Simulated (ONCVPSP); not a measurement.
## Reading a pseudo-wave (Hf (Z = 72))

Columns: radius, all-electron u(r) and pseudo u(r) of the 5p shell (level -34.89 eV) of hafnium in the configuration [Kr] 4d10 4f14 5s2 5p6 5d2.5 6s1.5; PBEsol, scalar-relativistic, ONCV scheme, ONCVPSP 4.0.1.

```
r (bohr)  all-electron  pseudo
   0.165        0.3272  0.0230
   0.330       -0.4226  0.1075
   0.495       -0.3397  0.2754
   0.660        0.2221  0.5110
   0.825        0.6848  0.7507
   0.990        0.9284  0.9211
   1.155        0.9961  0.9846
   1.320        0.9554  0.9516
   1.485        0.8592  0.8587
   1.650        0.7419  0.7419
   1.815        0.6236  0.6235
   1.980        0.5143  0.5142
   2.145        0.4185  0.4184
   2.310        0.3372  0.3372
   2.475        0.2697  0.2697
   2.640        0.2146  0.2146
   2.805        0.1700  0.1700
   2.970        0.1342  0.1342
   3.135        0.1056  0.1056
   3.300        0.0829  0.0829
   3.465        0.0649  0.0649
   3.630        0.0508  0.0508
   3.795        0.0396  0.0396
   3.960        0.0309  0.0309
   4.125        0.0241  0.0241
   4.290        0.0187  0.0187
```

How many radial nodes do the two functions have?

The all-electron 5p function has n − l − 1 = 3 (the table is too coarse to show those close to the nucleus); the pseudo-wave has 0, since the states of the same l below it are removed with the core.

At about which radius was the pseudo-wave matched?

1.65 bohr, where the columns begin to agree (steps of 0.17 bohr).

Is the pseudo-wave norm-conserving?

Yes: the ONCV scheme keeps the norm inside the radius equal to the all-electron one, which fixes the energy derivative of the logarithmic derivative at the level.
